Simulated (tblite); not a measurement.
**Question.** Give a GFN2-xTB geometry of `[H]/[C]=C(/C)[SiH]1C[SiH2]C1` [radical]. (Doublet state.)

**Answer.** 
Z-matrix in Å and degrees, rows numbered from 1:
```
C 
C   1  1.2890
C   2  1.5034  1  125.12
Si  2  1.9324  1  121.46  3  -179.85
C   4  1.9229  2  112.41  1   130.20
Si  5  1.9189  4   91.83  2   107.11
C   6  1.9188  5   87.92  4     6.50
H   1  1.0676  2  134.89  3  -180.00
H   3  1.0876  2  110.53  1    -0.78
H   3  1.0887  2  110.34  1  -121.26
H   3  1.0888  2  110.31  1   119.61
H   4  1.4668  2  109.93  1    -1.14
H   5  1.0869  4  112.76  2  -136.59
H   5  1.0864  4  116.39  2   -13.25
H   6  1.4651  5  113.65  4  -108.37
H   6  1.4641  5  115.15  4   123.42
H   7  1.0863  4  116.42  2    13.49
H   7  1.0868  4  112.74  2   136.81
```

Si4 (silicon bonded to 3 C and H) has angles from 87.7° to 116.4°. The 4-membered ring Si4–C5–Si6–C7 has internal angles of 87.7° to 91.8°; it is slightly puckered (a soft mode that the optimisation may not have finished), 0.05 Å rms from its mean plane, widest ring torsion 6°. The 2 C–C bonds span 1.289 Å (C1=C2, drawn double) to 1.503 Å (C2–C3, drawn single), a spread of 0.214 Å. Si6 (silicon bonded to 2 C and 2 H) has angles from 87.9° to 115.2°.

Structure optimised with GFN2-xTB, isolated species. This method treats the open shell by occupation alone, without spin polarisation.

Its GFN2-xTB frequencies are all real (lowest 22 cm⁻¹). Torsions: C1–C2–Si4–C5 130°, C2–Si4–C5–Si6 107°, Si4–C5–Si6–C7 6°, C5–Si6–C7–Si4 -6°, C2–Si4–C7–Si6 -107°. 3 starts were optimised and ended at 0.00, 0.26 and 3.45 kcal/mol (GFN2-xTB); the lowest of these is shown.

One conformer stands for the species.

The numbers are calculated, not measured.
